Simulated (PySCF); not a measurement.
PySCF 2.14 output of an unrestricted r2SCAN calculation on a single atom or ion in def2-QZVPPD with the def2 core potential (28 electrons) (7s5p4d4f2g, 88 functions), with a scalar-relativistic core potential:

```
SCF conv_tol = 1e-09
number electrons alpha = 9  beta = 5
    J. W. Furness, A. D. Kaplan, J. Ning, J. P. Perdew, and J. Sun.,  J. Phys. Chem. Lett. 11, 8208-8215 (2020)
    J. W. Furness, A. D. Kaplan, J. Ning, J. P. Perdew, and J. Sun.,  J. Phys. Chem. Lett. 11, 9248-9248 (2020)
    J. W. Furness, A. D. Kaplan, J. Ning, J. P. Perdew, and J. Sun.,  J. Phys. Chem. Lett. 11, 8208-8215 (2020)
    J. W. Furness, A. D. Kaplan, J. Ning, J. P. Perdew, and J. Sun.,  J. Phys. Chem. Lett. 11, 9248-9248 (2020)
cycle= 1 E= -80.2684020194384  delta_E= -0.0083  |g|= 0.0237  |ddm|= 0.463
cycle= 2 E= -80.268293878195  delta_E= 0.000108  |g|= 0.0144  |ddm|= 0.123
cycle= 3 E= -80.2682157415733  delta_E= 7.81e-05  |g|= 0.00235  |ddm|= 0.0502
cycle= 4 E= -80.2682181133949  delta_E= -2.37e-06  |g|= 0.00067  |ddm|= 0.0065
cycle= 5 E= -80.2682177679908  delta_E= 3.45e-07  |g|= 0.000162  |ddm|= 0.00329
cycle= 6 E= -80.2682177721962  delta_E= -4.21e-09  |g|= 1.01e-05  |ddm|= 0.000646
cycle= 7 E= -80.2682177722683  delta_E= -7.22e-11  |g|= 1.41e-06  |ddm|= 0.000113
converged SCF energy = -80.2682177722683  <S^2> = 6.0149581  2S+1 = 5.0059797
```

The run itself started from symmetry-adapted Hartree-Fock orbitals and held the occupation by maximum overlap, on a logarithmic radial grid, so the iterations belong to that start.

Question: Which element, charge and spin multiplicity is this?

Answer: Tc⁺ (technetium, charge +1), multiplicity 5; the state was [Kr] 4d4 5s2, high-spin 5D determinant (an excited configuration).

Energies and moments cover only the electrons outside the core potential.
